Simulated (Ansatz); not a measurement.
`O/C=C/[SiH3]` + HBr → `[SiH3]/C=C/Br` + H₂O  (substitution at a C–O bond)

Calculated with Ansatz (gas phase, PBE0-D4/def2-TZVP geometries, no zero-point term in ΔE). CCSD(T)/CBS is the MP2 limit (def2-TZVPP, def2-QZVPP) plus CCSD(T) − MP2 in def2-TZVPP, frozen cores. This one scheme is used for every species. Double bonds are as drawn, so ΔE can hold a change between cis and trans. DFT in def2-TZVPP. B3LYP here is the variant with VWN-RPA as its local correlation; programs differ in this. For Br outer-core shells are correlated without core-valence functions, which leaves a few kJ/mol of doubt a bond. Scalar relativity is left out up to krypton. Each species was taken in one conformer, which may not be the lowest.

| level | ΔE (kcal/mol) | difference from CCSD(T)/CBS |
| --- | --- | --- |
| PBE-D4 | 1.0 | 2.6 |
| r2SCAN-D4 | 1.8 | 3.4 |
| PBE0-D4 | 1.3 | 2.9 |
| B3LYP-D4 | 0.9 | 2.5 |
| ωB97M-V | 1.4 | 3.0 |
| B2PLYP | 0.5 | 2.1 |
| PBE | 1.6 | 3.2 |
| r2SCAN | 1.9 | 3.5 |
| PBE0 | 1.7 | 3.3 |
| B3LYP | 1.8 | 3.4 |
| HF/def2-TZVPP | 3.3 | 4.9 |
| MP2/def2-TZVPP | -2.3 | -0.7 |
| SCS-MP2/def2-TZVPP | -1.5 | 0.1 |
| CCSD(T)/def2-TZVPP | -0.5 | 1.1 |
| HF/def2-QZVPP | 3.2 | 4.8 |
| SCS-MP2/def2-QZVPP | -2.1 | -0.5 |
| CCSD(T)/CBS | -1.6 | 0 |

Largest T1 diagnostic among the species: 0.013.

In def2-TZVPP, CCSD(T) changes the Hartree–Fock value by −3.9 kcal/mol (the triples alone add −0.5 kcal/mol) and MP2 by −5.6 kcal/mol. The D4 term adds −0.9 kcal/mol with B3LYP and −0.5 kcal/mol with PBE0; it sums over pairs of atoms, weighted by their polarisabilities, and B3LYP, whose exchange is more repulsive, gets the larger term.
